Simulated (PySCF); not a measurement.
silyloxysilylformaldehyde (CH6O2Si2), SMILES O([SiH3])[SiH2]C=O. Geometry optimised at B3LYP-D3(BJ)/def2-SVP. One conformer was computed; it need not be the lowest.

**Question.** Give the equilibrium geometry at B3LYP-D3(BJ)/def2-SVP (PySCF confirms it by a frequency run) as Cartesian coordinates in Å. (The exact figures need the calculation; the answer reports its results.)

**Answer.** One answer among several that fit: 
```xyz
11

O     -3.1676     0.0464     0.5515
C     -1.9914    -0.0839     0.8068
Si    -0.6788     0.1759    -0.5792
O      0.8231    -0.0705     0.0735
Si     2.4798    -0.1250    -0.0428
H     -1.6585    -0.3563     1.8503
H     -0.9569    -0.7988    -1.6707
H     -0.8188     1.5659    -1.0964
H      3.0301    -0.4906     1.2894
H      2.8882    -1.1450    -1.0509
H      3.0071     1.2077    -0.4544
```
